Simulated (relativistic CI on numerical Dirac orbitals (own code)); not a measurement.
## V4+: 3s photoemission

Computed with this model: Dirac-Coulomb-Breit CI, separate exchange-only KLI orbitals for each configuration, model QED (radiative potential, 1s self-energy scaled to tabulated hydrogen-like ionisation energies), valence Slater integrals scaled by 0.8, multiplet model of photoemission in the sudden approximation; configurations [Ar] 3d → [Ne] 3s 3p6 3d; 300 K; Lorentzian 1.5 eV and Gaussian 0.6 eV FWHM. Energies are those of the free ion, without screening or charge transfer. The energies are binding energies and can lie tens of eV above those of solids. Without intra-shell correlation the exchange splitting of an s hole comes out too large, often by half or more. S is read from ⟨S²⟩ = S(S + 1).

Computed curve for free ion, scaled to 100 at the maximum (points under 2 are left out and the grid is thinned):

Energy (eV), Intensity and a bar:
```
    133.0        2.0 
    133.2        2.2 
    133.4        2.3 
    133.8        2.7 
    134.0        2.9 
    134.2        3.1 
    134.4        3.4 
    134.6        3.7 #
    134.8        4.1 #
    135.2        5.0 #
    135.4        5.6 #
    135.6        6.2 #
    135.8        7.0 ##
    136.0        8.0 ##
    136.2        9.2 ##
    136.6       12.5 ###
    136.8       14.8 ####
    137.0       17.8 #####
    137.2       21.8 ######
    137.4       27.0 ########
    137.6       34.2 ##########
    138.0       56.0 #################
    138.2       70.6 #####################
    138.4       85.4 ##########################
    138.6       96.5 #############################
    138.8      100.0 ##############################
    139.0       94.5 ############################
    139.4       67.5 ####################
    139.6       53.8 ################
    139.8       42.6 ############
    140.0       34.2 ##########
    140.2       28.1 ########
    140.4       23.8 #######
    140.8       19.1 #####
    141.0       18.3 #####
    141.2       18.3 #####
    141.4       19.3 #####
    141.6       21.3 ######
    141.8       24.4 #######
    142.2       32.4 #########
    142.4       35.4 ##########
    142.6       35.8 ##########
    142.8       33.5 ##########
    143.0       29.1 ########
    143.2       24.0 #######
    143.6       15.3 ####
    143.8       12.4 ###
    144.0       10.1 ##
    144.2        8.4 ##
    144.4        7.1 ##
    144.6        6.1 #
    145.0        4.7 #
    145.2        4.1 #
    145.4        3.7 #
    145.6        3.3 
    145.8        3.0 
    146.0        2.8 
    146.4        2.3 
    146.6        2.2 
    146.8        2.0
```

The ground state has S = 0.50, and the centroid lies at 139.70 eV.
